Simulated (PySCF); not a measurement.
# Ge⁻ (germanium, charge -1) across methods

[Ar] 3d10 4s2 4p3, high-spin 4S determinant. Computed with PySCF 2.14 in aug-cc-pwCVTZ-PP with ECP10MDF (8s7p6d4f1g, 96 functions), with scalar relativity through the core potential.

```
method  E (hartree)  mean ε 4s α (eV)  mean ε 4s β (eV)  mean ε 4p α (eV)  Σ⟨r²⟩ (bohr²)   ⟨S²⟩
r2SCAN    -294.4740            -6.543            -4.348             0.974          65.68  3.752
  PW91    -294.7088            -6.076            -4.436             1.140          68.15  3.751
   LDA    -294.1302            -6.255            -4.806             1.077          68.85  3.750
   UHF   -293.38365           -11.585            -6.537            -1.592          64.43  3.753
  PBE0    -294.5503            -7.511            -5.115             0.425          65.98  3.751
PBEsol    -294.2802            -6.039            -4.390             1.169          67.98  3.751
   PBE    -294.5947            -6.031            -4.391             1.154          68.60  3.751
 TPSSh    -294.5081            -6.702            -4.354             0.894          65.52  3.751
```

(1) Estimate the same row for wB97M-V.

Energies and moments cover only the electrons outside the core potential.

The highest occupied level is positive at r2SCAN, PW91, LDA, PBE0, PBEsol, PBE, TPSSh: only the finite basis holds that electron, which in a density functional comes from self-interaction.

## Answers

(1) E (hartree) = -294.3966; mean ε 4s α (eV) = -10.071; mean ε 4s β (eV) = -7.479; mean ε 4p α (eV) = -1.263; Σ⟨r²⟩ (bohr²) = 65.96; ⟨S²⟩ = 3.752.
